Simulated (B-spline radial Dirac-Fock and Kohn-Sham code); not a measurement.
Dipole and non-dipole photoemission parameters of Ti 4s

System: atomic titanium in the configuration [Ar] 3d2 4s2; threshold 6.03 eV (orbital energy of the model). Calculated with a radial atomic solver, using Dirac-Hartree-Slater photoionisation with a Latter tail; cross sections with all multipoles, angular parameters from the dipole term and its interference with E2.

For linearly polarised light dσ/dΩ = σ/(4π) [1 + β P₂(cos θ) + (δ + γ cos²θ) sin θ cos φ], with θ from the polarisation vector and φ the angle between the beam and the projection of the electron momentum on the plane normal to the polarisation.

| hν (eV) | σ (kb) | β | γ |
| --- | --- | --- | --- |
| 60 | 86.4 | 1.999 | 0.139 |
| 63.5 | 80.9 | 1.999 | 0.145 |
| 76.1 | 64.5 | 1.999 | 0.157 |
| 80 | 60.4 | 1.999 | 0.159 |
| 117 | 35.8 | 1.999 | 0.151 |
| 120 | 34.6 | 1.999 | 0.149 |
| 157 | 23.6 | 2.000 | 0.124 |
| 196 | 17.0 | 2.000 | 0.095 |
| 296 | 8.89 | 2.000 | 0.027 |
| 300 | ? | ? | ? |
| 400 | 5.36 | 2.000 | -0.018 |
| 449 | 4.38 | 2.000 | -0.031 |
| 488 | 3.78 | 2.000 | -0.038 |
| 540 | 3.15 | 2.000 | -0.044 |
| 600 | 2.60 | 2.000 | -0.046 |
| 697 | 1.97 | 2.000 | -0.043 |
| 1253.6 | 0.637 | 2.000 | 0.061 |
| 2010 | 0.241 | 2.000 | 0.264 |
| 2020 | 0.239 | 2.000 | 0.267 |
| 3160 | 0.0896 | 2.000 | 0.566 |
| 3870 | 0.0563 | 2.000 | 0.733 |
| 6000 | 0.0197 | 2.000 | 1.166 |
| 6850 | 0.0142 | 2.000 | 1.315 |
| 8260 | 0.00881 | 1.999 | 1.541 |
| 9251.7 | 0.00657 | 1.999 | 1.688 |
| 10900 | 0.00428 | 1.999 | 1.913 |
| 11100 | 0.00408 | 1.999 | 1.939 |
| 11200 | 0.00398 | 1.999 | 1.951 |
| 12600 | 0.00291 | 1.999 | 2.125 |
| 12700 | 0.00285 | 1.999 | 2.137 |

Problem. Give the values at 300 eV.

Solution. σ = 8.70 kb, β = 2.000, γ = 0.025. For an s subshell δ is negligible.
